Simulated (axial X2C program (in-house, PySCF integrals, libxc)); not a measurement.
Working with the constants of CsMg

A bond curve at the CCSD(T) level, with spin–orbit coupling, was computed with an axial X2C code built on PySCF integrals (basis Cs dyall-cv3z [15s15p9d4f1g], Mg dyall-cv3z [9s8p6d3f] (cores contracted in-house)) for the state Ω = 1/2 (⟨Sz⟩ = 0.50, ⟨Lz⟩ = 0.00 at HF). Its fit gives Re = 4.5923 Å, ωe = 39.6 cm⁻¹, ωexe = 0.875 cm⁻¹ and αe = 9.011e-04 cm⁻¹; the masses are 132.9054 and 23.9850 u. Two-component means X2C with spin–orbit coupling and atomic mean-field Coulomb and Gaunt terms.

Correlated methods: 11 electrons correlated (number of frozen shells: Cs 4 s, 3 p, 2 d; Mg 2 s, 1 p), 341 virtual spin orbitals or spinors in MP2, 90 natural virtuals in coupled cluster.

(1) Find the reduced mass, Be and the force constant.

(2) A Morse curve ties αe to the other constants (Pekeris). How well does that hold?

(3) Estimate the centrifugal constant by the Kratzer relation.

(4) Where do the fundamental and the first overtone lie?

One determinant describes the state; a PBE0 search over occupations chose it and may have missed a lower one. Coupled cluster ran in a truncated set of natural virtual spinors; the MP2 energy of the rest was added. (T) has no such correction and the atoms are truncated less, which lowers De at CCSD(T) by a hundredth of an eV or more. The levels of this run spread widely (ωe from 40 to 62 cm⁻¹), so these constants depend on the method. The bond is weak, and without diffuse functions and with truncated virtuals even CCSD(T) can be tens of per cent off in De.

Answers

(1) From the CCSD(T) values: μ = 20.3182 u. Be = 16.8576/(μ Re²) = 0.03934 cm⁻¹. k = 5.8918×10⁻⁷ μ ωe² = 0.0188 mdyn/Å.

(2) αe(Morse) = 6Be²/ωe × (√(ωexe/Be) − 1) = 8.714e-04 cm⁻¹; the CCSD(T) curve gives 9.011e-04 cm⁻¹, a ratio of 0.97.

(3) D = 4Be³/ωe² = 1.55e-07 cm⁻¹.

(4) ν(1←0) = ωe − 2ωexe = 37.9 cm⁻¹; ν(2←0) = 2ωe − 6ωexe = 74.0 cm⁻¹.
